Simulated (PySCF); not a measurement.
**Pb(3+) (lead, charge +3): UHF calculation**

Configuration: [Xe] 4f14 5d10 6s1, 2S determinant. Calculation: PySCF 2.14, in cc-pVDZ-PP with ECP60MDF; a scalar-relativistic core potential.

```
Total energy             : -190.012771 hartree
One-electron energy      : -313.5531 hartree
Hartree (Coulomb) energy : 137.9090 hartree
Exchange energy          : -14.3686 hartree
⟨S²⟩                     : 0.7506
⟨L²⟩                     : 0.000
Sum of ⟨r⟩               : 22.82 bohr
Sum of ⟨r²⟩              : 32.18 bohr²
Time after the integrals : 0.05 s of wall time on 1 thread of Neoverse-V2 (shared host)
```

```
shell  electrons  mean orbital energy (hartree)  rms radius, mean of both spins (bohr)
 5s α          1                       -7.22810                                  0.925
 5s β          1                       -7.20987                                  0.925
 5p α          3                       -4.90911                                   1.05
 5p β          3                       -4.89946                                   1.05
 5d α          5                       -2.12001                                   1.37
 5d β          5                       -2.10189                                   1.37
 6s α          1                       -1.49928                                   2.27
```

Energies and moments cover only the electrons outside the core potential. Spin-orbit coupling, which splits the p, d and f shells strongly at this Z, is absent.
